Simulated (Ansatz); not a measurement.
The cluster InGaN₂. The state is a triplet with charge 0. Geometry PBE-D4/def2-SVP; atoms count from 1.

Cartesian coordinates in Å:
```
Ga 1.685 1.816 -0.973
In -1.769 -1.909 1.015
N -0.334 -0.358 0.196
N 0.417 0.451 -0.238
```

In the def2 sets In takes a core potential; there is no spin–orbit coupling. At PBE0-D4/def2-TZVP a singlet of charge 0 lies 0.10 eV below the triplet, each at its own geometry. The structure comes from a short search, and lower isomers may exist.

(1) Estimate the Mulliken populations from the PBE0/def2-TZVP orbitals of Ansatz.

(2) Where does the spin sit?

(3) And the Mayer bond orders between heavy atoms (over 0.3)?

## Answers

(1) 
```json
{"atom": "Ga1", "charge (e)": "0.13", "spin (α − β)": "0.43"}
{"atom": "In2", "charge (e)": "0.33", "spin (α − β)": "0.41"}
{"atom": "N3", "charge (e)": "-0.25", "spin (α − β)": "0.63"}
{"atom": "N4", "charge (e)": "-0.21", "spin (α − β)": "0.52"}
```
Mulliken values depend strongly on the basis.

(2) Summed by element: Ga 0.43, In 0.41, N 1.15, of 2 unpaired in all. Largest on single atoms: N3 0.63, N4 0.52, Ga1 0.43.

(3) Ga1–N4 0.84 (2.00 Å); In2–N3 0.70 (2.27 Å); N3–N4 1.86 (1.19 Å).
